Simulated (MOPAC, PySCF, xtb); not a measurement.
Pair of molecules: CH6OSn (SMILES C[O][SnH3]) (first 9 atoms) with NH3 (SMILES N); geometry from B3LYP-D3(BJ)/def2-TZVP, rigid monomers moved along the line of their centres of mass till Sn3···N10 is 3.23 Å.
(charge 0, multiplicity 1):
| atom | x (Å) | y (Å) | z (Å) |
|---|---|---|---|
| C | -2.3990 | 0.9389 | 1.3132 |
| O | -1.3729 | 0.0123 | 1.6007 |
| Sn | 0.5445 | 0.5525 | 1.3335 |
| H | -3.3593 | 0.4543 | 1.5104 |
| H | -2.3409 | 1.8385 | 1.9386 |
| H | -2.3936 | 1.2615 | 0.2646 |
| H | 0.3042 | 2.1683 | 0.7463 |
| H | 1.2882 | -0.3554 | 0.0929 |
| H | 1.3880 | 0.6490 | 2.8154 |
| N | 0.2966 | -2.4717 | 2.4535 |
| H | 0.5760 | -2.6940 | 3.4012 |
| H | -0.7073 | -2.3163 | 2.4334 |
| H | 0.5189 | -3.2625 | 1.8612 |

Interaction energies are E(AB) − E(A) − E(B) at the monomers' geometry in the complex; basis-set methods are counterpoise corrected. Rows marked so take none.

Rows in 3-21G carry no dispersion term and start afresh at each structure; the Pople sets are all-electron and without relativity. The state reached by AM1, PM6 isn't checked.

Run with MOPAC for AM1, PM6 (differences of heats of formation); PySCF for 3-21G rows; xtb for the GFN methods. Each number belongs to the level named beside it.

Problem. One of these levels gives -7.6 kJ/mol for the interaction energy. Name it.
A. GFN2-xTB
B. B3LYP/3-21G (no counterpoise)
C. PM6
D. AM1

Solution. C, PM6. The others give -12.7 (AM1), -31.2 (GFN2-xTB), -64.1 (B3LYP/3-21G (no counterpoise))
